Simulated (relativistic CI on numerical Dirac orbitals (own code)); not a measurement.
Ti⁵⁺: sensitivity of the levels to the model

Base calculation: Dirac-Coulomb-Breit CI, KLI orbitals optimised for each configuration, model QED, valence Slater integrals scaled by 0.85, P86 correlation energy added to each configuration.

Configurations in the expansion (outside the closed core [Ne]): 3s²3p⁵, 3s3p⁶, 3s²3p⁴3d, 3s3p⁵3d, 3s²3p⁴4s, 3s²3p⁴4p, 3p⁶3d, 3s3p⁴3d², 3s²3p⁴4d, 3s²3p⁴4f, 3s²3p⁴5s, 3s²3p⁴5p, 3s3p⁵4s, 3s²3p⁴5d, 3s²3p⁴5f, 3s²3p⁴6s, 3s²3p⁴5g, 3s3p⁵4p, 3s²3p⁴6p, 3s²3p⁴6d, 3s3p⁵4d, 3s²3p³3d4p, 3s3p⁵4f, 3s3p⁵5s, 3s3p⁵5p, 3s3p⁵5d, 3s3p⁵5f, 3s3p⁵6s, 3s3p⁵5g, 3s3p⁵6p, 3p⁶4s, 3s3p⁵6d, 3s3p⁴3d4s, 3s²3p³3d², 3s²3p²3d³, 3s3p³3d³, 3s²3p²3d²4s, 3s²3p²3d²4p, 3s²3p²3d²4d, 3p⁵3d², 3p⁴3d³, 3p⁴3d²4s, 3p⁴3d²4p, 3p⁴3d²4d, 3s²3p³3d4s, 3s3p³3d²4s, 3s²3p²3d4s², 3s²3p²3d4s4p, 3s²3p²3d4s4d. Double excitations out of closed p, d and f shells are left out; levels of such configurations are missing from the list, as are those of other unlisted configurations, and high levels can miss mixing partners. These lack a partner that the ground configuration has and come out too high: 3s²3p⁴4f, 3s²3p⁴5s, 3s²3p⁴5p, 3s²3p⁴5d, 3s²3p⁴5f.

Variants: (1) no correlation estimate; (2) Slater integrals left unscaled; (3) Breit term removed; (4) non-relativistic limit. Shifts of the energy above 3s²3p⁵ ²P°3/2, in cm⁻¹, for the lowest level and the first level of each name with at least 55 % of one term (blank where a level changes its place among those of its configuration and J or its character, or is not in the variant):

```
         Level    Base  Δ(1)    Δ(2)  Δ(3)   Δ(4)  Measured
 3s²3p⁵ ²P°3/2       0     0       0     0      0         0
 3s²3p⁵ ²P°1/2    5803    -1     -21  +186  -5803      5829
   3s3p⁶ ²S1/2  205702  -821  -10413  +118  -7266    196628
3s²3p⁴3d ⁴D7/2  272142  -915   -6071  +379  -3610          
3s²3p⁴3d ⁴D5/2  272444  -915   -6050  +347  -3912          
3s²3p⁴3d ⁴D3/2  272964  -915   -6067  +328  -4432          
3s²3p⁴3d ⁴D1/2  273430  -915   -6098  +326  -4898          
3s²3p⁴3d ⁴F9/2  292830  -912   -1997  +358  -2177          
3s²3p⁴3d ⁴F7/2  294838  -912   -2040  +380  -4185          
3s²3p⁴3d ²P1/2  294880  -913   -2199  +293  -1952    288412
3s²3p⁴3d ⁴F5/2  296241  -912   -2061  +392  -5588          
3s²3p⁴3d ⁴F3/2  297071  -912   -2047  +386  -6419          
3s²3p⁴3d ²P3/2  298305  -913   -2142  +386  -5377    291890
3s²3p⁴3d ⁴P1/2  303518  -911    -533  +274  -2561    301417
3s²3p⁴3d ²D3/2  303945  -913    -602  +297           298991
3s²3p⁴3d ⁴P3/2  305005  -911    -613  +359                 
3s²3p⁴3d ⁴P5/2  306237  -911    -518  +412  -5280          
3s²3p⁴3d ²D5/2  307378  -913    -595  +447  -5846    302386
3s²3p⁴3d ²F7/2  309067  -911    +743  +299  -1455          
3s²3p⁴3d ²G9/2  312992  -911    +822  +477  -4896          
3s²3p⁴3d ²G7/2  313504  -911    +807  +431  -5409          
3s²3p⁴3d ²F5/2  314177  -911    +730  +452  -6565
```

At this charge configurations can still be misplaced by up to about 7 % of their energy. 30 of the 42 excited levels that our extract of the measured tables holds in this range could be paired (the sources list more); they are missed by 6777 cm⁻¹ on average and 24060 at most, and levels without a partner can miss by more.

Measured levels: Corliss and Sugar, J. Phys. Chem. Ref. Data 8, 1 (1979).

Ionisation energy from the two ground configurations alone: base 119.646 eV; no correlation estimate 118.234 eV; Slater integrals left unscaled 119.421 eV; Breit term removed 119.677 eV. The NIST ASD value (semi-empirical) is 119.533 eV.
